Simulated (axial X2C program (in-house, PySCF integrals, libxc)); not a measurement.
# ZrCl: from the spin-free to the two-component result

Computed with an in-house all-electron X2C program for linear molecules (integrals from PySCF). Spin-free means the one-electron spin-free X2C Hamiltonian; two-component (2c) means X2C with spin–orbit coupling and atomic mean-field two-electron Coulomb and Gaunt terms, so the difference of the two also holds small scalar two-electron terms. Basis: Zr dyall-cv3z [11s12p9d6f3g], Cl dyall-av3z [9s8p3d2f] (cores contracted in-house); Gaussian nuclei, density fitting, unrestricted open shells. Masses: Zr 89.905 u, Cl 34.969 u.

Spin-free state: M_S = 3/2, Λ = 0 (beyond evenly filled blocks: σα, δ+α, δ-α); fragments Zr + Cl.

| level | Re (Å) | ωe (cm⁻¹) | De (eV) | μ (D) |
| --- | --- | --- | --- | --- |
| PBE0 | 2.328 | 388.2 | 5.010 | -4.02 |
| HF | 2.411 | 359.9 | n/a | -4.65 |
| MP2 | 2.330 | 390.0 | 4.658 | n/a |
| B97-3 | 2.347 | 377.2 | 4.536 | -4.05 |

Correlated methods: 19 electrons correlated (number of frozen shells: Zr 3 s, 2 p, 1 d; Cl 2 s, 1 p), 307 virtual spin orbitals or spinors in MP2.

Dipoles are positive if Cl is the positive end.

Two-component determinant lowest at the distance of the search:

Ω = 3/2 (⟨Sz⟩ = 1.50, ⟨Lz⟩ = 0.00 at HF); fragments Zr + Cl.

```csv
level,Re (Å),ωe (cm⁻¹),μ (D)
PBE0,2.328,388.2,-4.02
HF,2.411,359.8,-4.66
MP2,2.330,389.8,n/a
B97-3,2.347,377.1,-4.05
```

(1) From the two tables, how do the constants change at the MP2 level (2c against spin-free)?

The state is one determinant whose occupation by symmetry is held fixed; it was picked as the lowest of a PBE0 search that is not exhaustive. Dissociation energies refer to the lowest single-determinant-based atoms at the same level and basis. De is not given where an atomic determinant may have missed its ground term or J level, or where the truncated virtual space spoils (T). Density functionals use the spin component along the axis (collinear). Other states lie close and PBE0, whose exact exchange favours high spin, may order them wrongly; the determinant shown need not be the ground state. The nearest other spin-free determinant of the search, M_S = 3/2, Λ = 3, lies 0.19 eV up at the distance of the search. The functionals have no current-density term, which raises determinants with orbital currents, atoms included. With several unpaired electrons one determinant need not be a pure state. This is the top spin component of a Σ state; components of lower Ω are not single determinants and can lie lower.

Answers

(1) At the MP2 level Re is unchanged within 0.001 Å and ωe doesn't move by more than 0.2 cm⁻¹.
